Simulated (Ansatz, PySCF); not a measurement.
Reaction (SMILES): C[SiH](F)N[SiH3] + H+ → C[Si@H](F)[NH2+][SiH3]
Structures are relaxed separately at B3LYP-D3(BJ)/def2-TZVP in Ansatz (a quantum-chemistry and plane-wave program), one conformer each, not searched for the lowest. Frequencies are from PySCF.
Geometry of the first species:
```xyz
13

Si     0.8017     0.6594    -0.3039
C      1.6931    -0.9113    -0.7270
F      1.3454     1.1346     1.1381
N     -0.9012     0.4471    -0.2836
Si    -1.8640    -0.8964     0.2401
H      1.1013     1.7722    -1.2287
H      1.3956    -1.2742    -1.7127
H      2.7716    -0.7419    -0.7359
H      1.4846    -1.6961     0.0020
H     -1.4246     1.2811    -0.5173
H     -2.7940    -0.5023     1.3251
H     -0.9436    -1.9424     0.7338
H     -2.6775    -1.4518    -0.8690
```
Charge 0, spin multiplicity 1.

Quantity: proton affinity (enthalpy at 298 K, with B3LYP-D3(BJ) rigid-rotor harmonic-oscillator terms), positive where the reaction releases energy, in kcal/mol. Correlated levels leave the core frozen unless marked. Spin-orbit coupling is left out. No relativistic terms. Basis-set limits of correlation are two-point, X^-3; Hartree-Fock from the larger set.

```json
[
 {"level": "HF/STO-3G", "program": "Ansatz", "proton affinity (kcal/mol)": "285.1", "minus last row": "81.5"},
 {"level": "PBE0-D4/def2-TZVP", "program": "Ansatz + dftd4", "proton affinity (kcal/mol)": "204.8", "minus last row": "1.2"},
 {"level": "wB97X-V/def2-TZVPD", "program": "Ansatz", "proton affinity (kcal/mol)": "204.9", "minus last row": "1.3"},
 {"level": "B2PLYP-D3(BJ)/def2-TZVPD", "program": "Ansatz + dftd3", "proton affinity (kcal/mol)": "203.8", "minus last row": "0.2"},
 {"level": "RPA@PBE/cc-pV(Q+d)Z", "program": "Ansatz", "proton affinity (kcal/mol)": "208.4", "minus last row": "4.8"},
 {"level": "MP2/6-31G", "program": "Ansatz", "proton affinity (kcal/mol)": "211.2", "minus last row": "7.6"},
 {"level": "CCSD(T)/CBS(cc-pV(T+d)Z,cc-pV(Q+d)Z)", "program": "Ansatz", "proton affinity (kcal/mol)": "203.6", "minus last row": "0.0"}
]
```
